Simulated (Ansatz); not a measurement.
Reactions of CH₁₀Si₃, SMILES `C[SiH2][SiH2][SiH3]`.

Calculated with Ansatz (gas phase, PBE0-D4/def2-TZVP geometries, no zero-point term in ΔE). CCSD(T)/CBS is the MP2 limit (def2-TZVPP, def2-QZVPP) plus CCSD(T) − MP2 in def2-TZVPP, frozen cores. This one scheme is used for every species. No spin–orbit coupling; open shells (•) take unrestricted orbitals. For Ge, Ti outer-core shells are correlated without core-valence functions, which leaves a few kJ/mol of doubt a bond. Scalar relativity is left out up to krypton. Each species was taken in one conformer, which may not be the lowest.

Question: Order these by ΔE at CCSD(T)/CBS, lowest first. (Estimate.)
A. `C[SiH2][SiH2][SiH3]` → `[SiH3][SiH3]` + `C[SiH]`
B. `C[SiH2][SiH2][SiH3]` + `[SH][Ti]([Cl])([Cl])[Cl]` → `C[SiH2][S][Ti]([Cl])([Cl])[Cl]` + `[SiH3][SiH3]`
C. `C[SiH2][SiH2][SiH3]` → `C[SiH2]`• + `[SiH2][SiH3]`•
D. `C[SiH2][SiH2][SiH3]` + `[NH2][GeH3]` → `C[SiH2][NH][GeH3]` + `[SiH3][SiH3]`
E. `C[SiH2][SiH2][SiH3]` + `[NH2][GeH3]` → `[SiH3][SiH2][NH][GeH3]` + `C[SiH3]`
F. `C[SiH2][SiH2][SiH3]` + `NCF` → `FCN[SiH2][SiH3]` + `C[SiH3]`

Answer: B (-19.0 kcal/mol), D (-13.1 kcal/mol), E (-10.7 kcal/mol), F (-6.8 kcal/mol), A (+57.6 kcal/mol), C (+79.0 kcal/mol).

Largest T1 diagnostic: 0.026, for `[SH][Ti]([Cl])([Cl])[Cl]`, so its coupled-cluster energy is less sure.
